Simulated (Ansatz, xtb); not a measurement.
## Relaxing a trial structure of C2H5AlBrF

The starting geometry of this gas-phase singlet was built from a drawn formula by distance geometry and a force field; its bonds are those of `[CH3][Al]([Br])[CH2]F`.

```xyz
10

C    -1.7451   -1.4875    1.2626
C    -0.5042    0.4612    3.8160
Al   -0.2422   -0.5155    2.0959
Br    1.8428   -0.5065    1.0106
F    -0.9455   -0.5118    4.7851
H    -2.6014   -0.7562    1.0252
H    -1.4291   -1.9574    0.2700
H    -2.1710   -2.2513    1.9380
H     0.4657    0.9044    4.0936
H    -1.2734    1.1956    3.6540
```

Task: Predict what it relaxes into with r2SCAN-D4/def2-SVP.

Result: It keeps its bonds, and is `[CH3][Al]([Br])[CH2]F`.

The energy falls by 0.29 eV over 15 steps:

| step | E − E(last) (eV) |
| --- | --- |
| 1 | 0.290 |
| 3 | 0.048 |
| 4 | 0.035 |
| 6 | 0.020 |
| 7 | 0.014 |
| 9 | 0.007 |
| 10 | 0.004 |
| 12 | 0.001 |
| 13 | 0.000 |
| 15 | 0.000 |

Final geometry (Å):

```tsv
atom	x (Å)	y (Å)	z (Å)
C	-1.6935	-1.6145	1.2911
C	-0.4416	0.4017	3.7966
Al	-0.3382	-0.4254	2.0038
Br	1.4967	0.1355	0.7844
F	-1.6198	-0.0319	4.4233
H	-2.5527	-1.0254	0.9227
H	-1.3340	-2.2287	0.4509
H	-2.0886	-2.2824	2.0749
H	0.4185	0.1369	4.4429
H	-0.4500	1.5091	3.7605
```

From the same start GFN2-xTB ends elsewhere, differing in Al3–F5 (1.95 against 2.77 Å here).

The end wasn't checked by frequencies. Run with Ansatz 0.2.0, 29 s on 2 threads of Intel(R) Xeon(R) 6975P-C (Granite Rapids), with other jobs on the host.
